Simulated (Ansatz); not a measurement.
Compare A (`[SiH3]CCBr`) with its isomer B (`CC([SiH3])Br`).

Computed with Ansatz on PBE0-D4/def2-TZVP structures; ΔE is electronic, products minus reactants. CCSD(T)/CBS adds triple-zeta CCSD(T) − MP2 to the extrapolated MP2 energy (def2 sets, frozen cores). DFT in def2-TZVPP. B3LYP here is the variant with VWN-RPA as its local correlation; programs differ in this. For Br outer-core shells are correlated without core-valence functions, which leaves a few kJ/mol of doubt a bond. Scalar relativity is left out up to krypton. Each species was taken in one conformer, which may not be the lowest.

Q: Which is lower in electronic energy at CCSD(T)/CBS, and by how much? (An estimate is asked.)

A: The calculation gave: B, by 0.1 kcal/mol. So small a gap doesn't settle the order.

Q: Give E(B) − E(A) in kcal/mol with PBE-D4, MP2/def2-TZVPP, B3LYP-D4, CCSD(T)/def2-TZVPP, CCSD(T)/def2-SVP, LDA (SPW92), CCSD/def2-TZVPP. (Best estimate.)

A: Computed: PBE-D4 0.6, MP2/def2-TZVPP 0.0, B3LYP-D4 0.5, CCSD(T)/def2-TZVPP 0.2, CCSD(T)/def2-SVP -0.1, LDA (SPW92) 0.4, CCSD/def2-TZVPP 0.5. The order is the other way round with PBE-D4, B3LYP-D4, CCSD(T)/def2-TZVPP, LDA (SPW92), CCSD/def2-TZVPP.

Q: Does the order hold for the free energy at 298.15 K (harmonic terms from PBE0-D4)? (Estimate.)

A: The calculation gave: Too close to call: G(B) − G(A) = +0.1 kcal/mol, for one conformer each.

Largest T1 diagnostic: 0.009.

The D4 term adds −0.9 kcal/mol with B3LYP and −0.4 kcal/mol with PBE0; it sums over pairs of atoms, weighted by their polarisabilities, and B3LYP, whose exchange is more repulsive, gets the larger term. In def2-TZVPP, CCSD(T) changes the Hartree–Fock value by −1.1 kcal/mol (the triples alone add −0.2 kcal/mol) and MP2 by −1.4 kcal/mol.
